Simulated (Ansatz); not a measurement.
Abridged output of a molecular run in Ansatz:

```
Functional definition: HF
999 factors; integrals over basis functions are off by at most 1.0e-3 eV
mean field evaluation 1: about -10049.9772 eV, gradient 6.8e1 eV
mean field evaluation 2: about -10050.0868 eV, gradient 6.8e1 eV
mean field evaluation 4: about -10059.1413 eV, gradient 1.0e1 eV
mean field evaluation 8: about -10059.3925 eV, gradient 8.0e-1 eV
mean field evaluation 16: about -10059.3956 eV, gradient 2.2e-6 eV
mean field -10059.39561628 eV, -369.6759703951 hartree, gradient 2.2e-6 eV, S^2 0.000000; 0 other end points of the search recorded, 0 dependent functions left out
4 core orbitals not correlated: weight in the atoms' cores, before any rotation towards them, 1.000 or more for the frozen orbitals, at most 0.000 for the correlated occupied ones
reference -10059.39561628 eV, -369.6759703951 hartree; 20, 20 occupied and 79, 79 virtual orbitals, 999 factors
second order -27.56127909 eV of doubles, -0.00000000 eV of singles
cycle   1  -25.96015043 eV  change     1.6e0 eV  update   2.3e-1
cycle   2  -27.01294686 eV  change    -1.1e0 eV  update   1.2e-1
cycle   3  -27.24849865 eV  change   -2.4e-1 eV  update   3.5e-2
cycle   4  -27.26836971 eV  change   -2.0e-2 eV  update   1.3e-2
cycle   5  -27.25278367 eV  change    1.6e-2 eV  update   3.4e-3
cycle   6  -27.25245165 eV  change    3.3e-4 eV  update   1.5e-3
cycle   7  -27.25284322 eV  change   -3.9e-4 eV  update   5.9e-4
cycle   8  -27.25253036 eV  change    3.1e-4 eV  update   2.5e-4
cycle   9  -27.25260686 eV  change   -7.6e-5 eV  update   8.6e-5
cycle  10  -27.25267793 eV  change   -7.1e-5 eV  update   3.8e-5
cycle  11  -27.25262087 eV  change    5.7e-5 eV  update   1.5e-5
cycle  12  -27.25261487 eV  change    6.0e-6 eV  update   7.7e-6
perturbative correction -0.94704257 eV, -0.0348031724 hartree
Total energy: -10087.59527372 eV, -370.7122886915 hartree
```

Its atoms:

Z-matrix (Å, degrees):
```
C
Ta 1 2.142
H 1 1.094 2 110.2
H 1 1.095 2 111.2 3 120.8
H 1 1.094 2 110.2 3 -118.4
O 2 1.710 1 103.4 3 59.3
F 2 1.874 1 107.9 3 175.7
F 2 1.874 1 107.9 3 -57.0
```

Q: Which basis set was used?
A. def2-SVP
B. cc-pV(Q+d)Z
C. def2-TZVPPD
D. def2-SVPD

A: A. It gives 103 functions.

Q: Write the keys of the input that set method, charge and spin (a neutral closed shell needs none for the last two).

A: 
```yaml
correlation: {method: ccsd_t}
```
